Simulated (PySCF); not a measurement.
H7N3OSn, SMILES [NH2][Sn]([NH2])([NH2])[OH].

Coordinates come from a PBE0-D3(BJ)/def2-SVP optimisation. The def2 effective core potentials stand for the cores of Sn; spin–orbit coupling is left out. Other conformers were not sampled.

Two levels are set side by side: TDDFT-PBE/def2-SVPD (PySCF) and TDDFT-ωB97X/def2-SVPD (PySCF). Vertical, same geometry. The lowest singlet is HOMO→LUMO 53 %, HOMO−1→LUMO 46 % with PBE and HOMO→LUMO 77 % with the other functional; states are paired by order. Differences are taken from unrounded values.

| quantity | TDDFT-PBE |
|---|---|
| lowest singlet excitation (eV) | 4.55 |
| lowest triplet excitation (TDA) (eV) | 4.17 |
| first bright state (f over 0.05) (eV) | 4.83 |
| its oscillator strength | 0.05 |

**Question.** These are the TDDFT-PBE values. What does TDDFT-ωB97X give? (Estimate from the structure and the level; the computed values follow.)

**Answer.** 
```csv
quantity,TDDFT-ωB97X,TDDFT-PBE minus TDDFT-ωB97X
lowest singlet excitation (eV),6.13,-1.58
lowest triplet excitation (TDA) (eV),5.56,-1.39
first bright state (f over 0.05) (eV),6.13,-1.30
its oscillator strength,0.09,-0.04
```

Functionals without exact exchange tend to place singlet excitations lower, as here. Differences between two approximate levels are no errors against the true value.

Rough cost on one machine, each run with all the roots and properties that it gave: TDDFT-ωB97X against TDDFT-PBE about 9 times.
